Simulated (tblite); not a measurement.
Start geometry of `C=C(F)[C@@H]1[SiH2]C[Si@H]1Cl` from a force field or distance geometry (Å):
```
atom  x, y, z in Å
C1     2.7796    0.3223    0.4465
C2     1.4597    0.5396    0.6235
F3     1.0950    1.3682    1.6272
C4     0.4656   -0.1232   -0.2234
Si5   -0.9378    0.9978   -0.8767
C6    -2.1258   -0.4794   -0.6820
Si7   -0.9500   -1.0085    0.7077
Cl8   -0.6894   -3.0282    0.7479
H9     3.1543   -0.3386   -0.3240
H10    3.4914    0.8217    1.0883
H11    0.8742   -0.7538   -1.0196
H12   -1.2967    2.1269    0.0121
H13   -0.7530    1.4027   -2.2892
H14   -3.1309   -0.2213   -0.3742
H15   -2.1369   -1.1393   -1.5400
H16   -1.3070   -0.4779    2.0645
```

What comes out of this run: GFN2-xTB geometry optimisation, gas phase in tblite?

```
atom  x, y, z in Å
C1     2.6809    0.5904    0.6826
C2     1.3618    0.5127    0.6352
F3     0.6403    1.2328    1.5477
C4     0.5072   -0.2445   -0.2855
Si5   -0.8247    0.8366   -1.2051
C6    -2.1769   -0.1755   -0.2924
Si7   -0.8797   -1.2833    0.5756
Cl8   -0.8878   -3.1918   -0.0921
H9     3.2877    0.0430   -0.0126
H10    3.1811    1.1993    1.4135
H11    1.1493   -0.8151   -0.9542
H12   -0.7681    2.2517   -0.8548
H13   -0.7719    0.6383   -2.6535
H14   -2.7779    0.4145    0.3936
H15   -2.8723   -0.7018   -0.9409
H16   -0.8567   -1.2983    2.0314
```

The energy falls by 10.0 kcal/mol over 75 L-BFGS steps, the largest force on an atom goes from 2.95 to 0.010 eV/Å, and the atoms move by 0.671 Å rms after alignment. The bond that changes most is Si7–H16 (chlorine-bound silicon to Si–H hydrogen), which shortens by 0.044 Å. Bonds longer at the end by more than 0.005 Å: 5 of 16; shorter: 8. Among the angles that change most is F3–C2–C4, from 121.6° to 112.5°. Among the dihedrals that turn most is H11–C4–Si7–H16, from 161° to 121°. Rotational constants go from 1514, 928.5, 674.2 to 1650, 855.2, 683.8 MHz. The orientation of the end geometry is arbitrary; only internal coordinates are fixed.

Its GFN2-xTB frequencies are all real (lowest 31 cm⁻¹). One conformer, not necessarily the lowest. 3 starts were optimised and ended at 0.00, 1.76 and 1.76 kcal/mol (GFN2-xTB); the lowest of these is shown.

All values are computed, not measured.
